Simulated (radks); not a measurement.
Excited configurations of neutral rhenium: one electron is placed in a higher orbital outside [Xe] 4f14 5d5 6s1. The ground configuration is [Xe] 4f14 5d5 6s2. Calculated with a radial shooting solver on a logarithmic mesh with Libxc functionals: Dirac Kohn-Sham, PBE, spin-unpolarised, spherical densities, finite nucleus; open shells are shared between the two j in proportion to 2j + 1; Fermi nuclear charge, rms radius 5.3698 fm. Excitation = E - E(ground); binding = E(ion) - E, where the ion is the core of charge +1; n* = 1/sqrt(2 binding) in atomic units, and the quantum defect is n - n*. Eigenvalue and <r> are those of j = l + 1/2.

| outer orbital | excitation (eV) | binding (eV) | n* | quantum defect | <r> (bohr) |
|---|---|---|---|---|---|
| 5f | 8.335 | 0.916 | 3.854 | 1.146 | 17.16 |
| 6p | 4.738 | 4.513 | 1.736 | 4.264 | 4.627 |
| 6d | 7.665 | 1.587 | 2.928 | 3.072 | 10.44 |
| 6f | 8.615 | 0.636 | 4.625 | 1.375 | 28.97 |
| 7s | 6.693 | 2.558 | 2.306 | 4.694 | 8.458 |
| 7p | 7.457 | 1.794 | 2.754 | 4.246 | 11.37 |
| 7d | 8.255 | 0.996 | 3.696 | 3.304 | 19.42 |
| 7f | 8.790 | 0.461 | 5.433 | 1.567 | 43.37 |

The Delta-SCF ionisation energy is 9.251 eV (NIST Atomic Spectra Database: 7.834 eV, measured). Self-interaction in the functional shifts the binding energies and quantum defects, so they are the method's values and not measured ones. Spin polarisation and multiplet splitting are left out, so open shells lie too high by an amount that depends on their filling. Sharing an open shell by 2j + 1 raises it above the true ground level by a part of the spin-orbit splitting, which enters the differences from NIST.

Beside tabulated values, note that spin-unpolarised runs miss the spin-polarisation part of the exchange energy of open shells.
